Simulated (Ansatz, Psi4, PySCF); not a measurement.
CH₇BClNO₂Si, singlet, at a GFN2-xTB geometry, atoms displaced at random by about 0.03 Å a coordinate. Base run: HF/STO-3G, gradient (PySCF).

Input for PySCF:
```python
from pyscf import gto, scf

mol = gto.M(
    atom='''
Si   -1.380057   -0.151899   -0.174557
Cl   -1.350134    1.322181    1.361502
N     0.199074   -0.844748   -0.185506
C     0.394622   -2.264393   -0.021131
B     1.391067   -0.022912   -0.591730
O     2.647921   -0.602496   -0.660806
O     1.031886    1.297183   -0.892131
H    -1.700943    0.599257   -1.389635
H    -2.250060   -1.111377    0.196508
H     1.430770   -2.478504    0.091050
H    -0.152241   -2.576724    0.906308
H    -0.032991   -2.854029   -0.873509
H     3.313464    0.010718   -0.931501
H     1.846952    1.853039   -1.093902
''',
    basis='sto-3g',
    charge=0,
    spin=0,
    verbose=4,
)

mf = scf.RHF(mol)
mf.kernel()
g = mf.nuc_grad_method()
grad = g.kernel()
```

Programs used: Ansatz (a program for electronic structure), Psi4, PySCF; a row that names a program was run with it.

The coordinate followed is y of atom 8.

Each row names what was changed in the base input (with any setting that the change needs).

```csv
change,dE/dx (Eh/bohr),net force (Eh/bohr)
base,0.015469,0.000000
code = psi4,0.015464,0.000000
density fitting = on; auxbasis_response = off,0.015440,0.005018
conv_tol = 1e-4,0.015461,0.000000
finite difference step (bohr) = 0.2; conv_tol = 1e-11,0.015526,-
conv_tol = 1e-6,0.015468,0.000000
finite difference step (bohr) = 1e-5; conv_tol = 1e-11,0.015469,-
density fitting = on,0.015464,0.000000
finite difference step (bohr) = 1e-3; conv_tol = 1e-11,0.015469,-
code = ansatz,0.015469,0.000000
conv_tol = 1e-11,0.015469,0.000000
finite difference step (bohr) = 1e-4; conv_tol = 1e-11,0.015469,-
```

The net force is zero for an exact gradient.
